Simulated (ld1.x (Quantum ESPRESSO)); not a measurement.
**boron PAW: all-electron and pseudo phase curves**

* Element: boron
* Generator: ld1.x (Quantum ESPRESSO) 7.5
* Type: PAW
* Functional: PBE
* Relativity: scalar-relativistic
* Frozen core: [He]
* Valence charge: 3
* Reference configuration: 2s2 2p1
* Partial waves: 2s (bound): rcut 1.10, rcutus 1.35 bohr; 2s channel at 0.55 Ry: rcut 1.10, rcutus 1.35 bohr; 2p (bound): rcut 3.60, rcutus 3.95 bohr; 2p channel at 1.75 Ry: rcut 3.60, rcutus 3.95 bohr; 3d channel at 0.35 Ry: rc 4.20 bohr
* Local potential: the d channel
* Core correction: Bessel-smoothed model core, default radius (core density twice the valence density)
* Augmentation charge: BG, radius 0.80 bohr

The phase is arctan(r·u′/u) with u = r·R(r), unwrapped; energies in Ry, scanned from -3 to 5 Ry. A pole is an energy at which the radial function vanishes at the test radius. The pseudo phase is shifted by a multiple of π to meet the all-electron one at the reference energy, and phase errors are pseudo minus all-electron; the curves can meet again beyond the range given. Levels narrower than the energy grid can be missing from the lists of poles.

```csv
channel,radius (bohr),reference energy (Ry),"poles, all-electron","poles, pseudo",unbroken range about the reference energy with phases within 0.05 rad,phase error 1 Ry above the reference energy (rad)
s,4.52,-0.69,"-0.66, 1.15, 3.93","-0.66, 1.15, 3.85",below 2.2,+0.001
p,4.52,-0.27,"-0.20, 1.32, 3.83","-0.19, 1.35, 4.78",below 0.0,+0.242
d,4.52,0.35,"1.00, 3.03","1.01, 3.26",below 1.5,+0.018
```

Phases in the d channel:

```json
{"E (Ry)": "-3.00", "all-electron": "1.446", "pseudo": "1.446"}
{"E (Ry)": "-2.76", "all-electron": "1.441", "pseudo": "1.441"}
{"E (Ry)": "-2.52", "all-electron": "1.436", "pseudo": "1.436"}
{"E (Ry)": "-2.28", "all-electron": "1.429", "pseudo": "1.429"}
{"E (Ry)": "-2.04", "all-electron": "1.422", "pseudo": "1.422"}
{"E (Ry)": "-1.80", "all-electron": "1.413", "pseudo": "1.413"}
{"E (Ry)": "-1.56", "all-electron": "1.402", "pseudo": "1.402"}
{"E (Ry)": "-1.32", "all-electron": "1.389", "pseudo": "1.389"}
{"E (Ry)": "-1.08", "all-electron": "1.373", "pseudo": "1.373"}
{"E (Ry)": "-0.84", "all-electron": "1.351", "pseudo": "1.351"}
{"E (Ry)": "-0.60", "all-electron": "1.320", "pseudo": "1.320"}
{"E (Ry)": "-0.36", "all-electron": "1.273", "pseudo": "1.273"}
{"E (Ry)": "-0.12", "all-electron": "1.188", "pseudo": "1.188"}
{"E (Ry)": "0.12", "all-electron": "0.982", "pseudo": "0.982"}
{"E (Ry)": "0.36", "all-electron": "0.098", "pseudo": "0.098"}
{"E (Ry)": "0.60", "all-electron": "-1.176", "pseudo": "-1.174"}
{"E (Ry)": "0.84", "all-electron": "-1.479", "pseudo": "-1.475"}
{"E (Ry)": "1.08", "all-electron": "-1.610", "pseudo": "-1.603"}
{"E (Ry)": "1.32", "all-electron": "-1.719", "pseudo": "-1.703"}
{"E (Ry)": "1.56", "all-electron": "-1.892", "pseudo": "-1.840"}
{"E (Ry)": "1.80", "all-electron": "-2.560", "pseudo": "-2.212"}
{"E (Ry)": "2.04", "all-electron": "-4.163", "pseudo": "-3.759"}
{"E (Ry)": "2.28", "all-electron": "-4.496", "pseudo": "-4.394"}
{"E (Ry)": "2.52", "all-electron": "-4.605", "pseudo": "-4.553"}
{"E (Ry)": "2.76", "all-electron": "-4.665", "pseudo": "-4.628"}
{"E (Ry)": "3.00", "all-electron": "-4.708", "pseudo": "-4.675"}
{"E (Ry)": "3.24", "all-electron": "-4.744", "pseudo": "-4.710"}
{"E (Ry)": "3.48", "all-electron": "-4.783", "pseudo": "-4.742"}
{"E (Ry)": "3.72", "all-electron": "-4.831", "pseudo": "-4.775"}
{"E (Ry)": "3.96", "all-electron": "-4.911", "pseudo": "-4.815"}
{"E (Ry)": "4.20", "all-electron": "-5.106", "pseudo": "-4.874"}
{"E (Ry)": "4.44", "all-electron": "-6.186", "pseudo": "-4.991"}
{"E (Ry)": "4.68", "all-electron": "-7.438", "pseudo": "-5.399"}
{"E (Ry)": "4.92", "all-electron": "-7.655", "pseudo": "-7.063"}
```
